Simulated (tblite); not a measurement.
Compound: C7H10F (doublet state).
Z-matrix (Å and degrees, GFN2-xTB geometry), rows numbered from 1:
```
F 
C   1  1.3772
C   2  1.5029  1  112.14
C   3  1.5485  2  116.03  1   -52.07
C   4  1.4818  3   88.19  2   123.01
C   5  1.4820  4   94.24  3    -4.41
C   2  1.4963  1  115.30  3  -146.09
C   2  1.4963  1  115.27  3   146.28
H   3  1.0902  2  108.60  1   179.28
H   4  1.0945  3  115.50  2  -118.21
H   4  1.0956  3  113.59  2     6.61
H   5  1.0701  4  132.42  3  -174.53
H   6  1.0957  3  113.61  2    -6.48
H   6  1.0944  3  115.51  2   118.34
H   7  1.0788  2  118.17  8  -109.00
H   7  1.0787  2  117.47  8   107.52
H   8  1.0789  2  117.46  7  -107.59
H   8  1.0787  2  118.15  7   108.98
```

Method: GFN2-xTB as coded in tblite; computed harmonic values from a numerical Hessian at the method's own geometry, unscaled. The method is semi-empirical: single wavenumbers can be off by several per cent or more. One conformer, not necessarily the lowest. Open shells enter through the occupations alone, without spin polarisation, and single modes of such species can be off by tens of per cent.

Harmonic wavenumbers (cm⁻¹): 51.2, 93.6, 182.3, 205.5, 238.1, 310.9, 332.6, 462.4, 524.4, 668.5, 789.1, 797.5, 809.3, 885.9, 908.5, 974.5, 981.4, 987.7, 1001.0, 1004.8, 1030.1, 1058.5, 1064.1, 1072.3, 1088.2, 1136.2, 1142.5, 1197.0, 1220.1, 1248.8, 1253.1, 1263.0, 1271.1, 1387.8, 1419.3, 1437.5, 1449.1, 1476.7, 2881.9, 2884.9, 2924.8, 2925.7, 2983.6, 3096.2, 3096.8, 3106.2, 3121.8, 3162.0.

A = 4187, B = 1454, C = 1450 MHz; mass 113.077 u (most abundant isotopes); point group Cs, symmetry number 1; spin multiplicity 2.

**Question.** Zero-point energy?

**Answer.** Half the sum of the wavenumbers: 32304 cm⁻¹ = 92.36 kcal/mol.

**Question.** What is S at 350 K and 1 bar for an ideal gas of classical rigid rotors and harmonic oscillators?

**Answer.** Translation 40.91, rotation 28.47, vibration 25.39, spin (R ln 2) 1.38: S = 96.1 cal/(mol K).

**Question.** And Cp and H(350 K) − H(0)?

**Answer.** Cp = 37.99 cal/(mol K), of which vibrations give 30.05 (their classical limit is 48 R = 95.4); H(350 K) − H(0) = 7.61 kcal/mol without the zero-point energy, 4.83 from vibrations.

**Question.** Blend soft modes into free rotors: weight 1/[1 + (100 cm⁻¹/ν̃)⁴] for the oscillator and the rest for a rotor with moment μB/(μ + B), μ = h/(8π²ν), B = 10⁻⁴⁴ kg m². What vibrational entropy results?

**Answer.** 23.60 cal/(mol K) in place of 25.39, which changes −T·S at 350 K by +0.63 kcal/mol.

**Question.** What must be added to the electronic energy to get the Gibbs energy at 350 K and 1 bar?

**Answer.** ZPE + [H(350 K) − H(0)] − T·S = 92.36 + 7.61 − 33.65 = 66.32 kcal/mol.

**Question.** How do the functions run with temperature in this model?

**Answer.** 
```json
{"T (K)": "150", "S (cal/(mol K))": "73.5", "Cp (cal/(mol K))": "19.3", "H − H(0) (kcal/mol)": "2.01", "G − H(0) (kcal/mol)": "-9.02", "ln q(vib)": "2.04"}
{"T (K)": "250", "S (cal/(mol K))": "85.2", "Cp (cal/(mol K))": "27.7", "H − H(0) (kcal/mol)": "4.34", "G − H(0) (kcal/mol)": "-16.97", "ln q(vib)": "3.90"}
{"T (K)": "298.15", "S (cal/(mol K))": "90.5", "Cp (cal/(mol K))": "32.6", "H − H(0) (kcal/mol)": "5.78", "G − H(0) (kcal/mol)": "-21.20", "ln q(vib)": "4.82"}
{"T (K)": "400", "S (cal/(mol K))": "101.6", "Cp (cal/(mol K))": "43.0", "H − H(0) (kcal/mol)": "9.64", "G − H(0) (kcal/mol)": "-30.98", "ln q(vib)": "6.84"}
{"T (K)": "600", "S (cal/(mol K))": "122.3", "Cp (cal/(mol K))": "59.1", "H − H(0) (kcal/mol)": "19.96", "G − H(0) (kcal/mol)": "-53.39", "ln q(vib)": "11.02"}
{"T (K)": "900", "S (cal/(mol K))": "149.3", "Cp (cal/(mol K))": "73.8", "H − H(0) (kcal/mol)": "40.11", "G − H(0) (kcal/mol)": "-94.25", "ln q(vib)": "17.32"}
```

q(vib) and H(0) count from the zero-point level.

Hindered rotation and anharmonicity are outside this model. Other conformers, if any are populated, would add a mixing term that is left out.
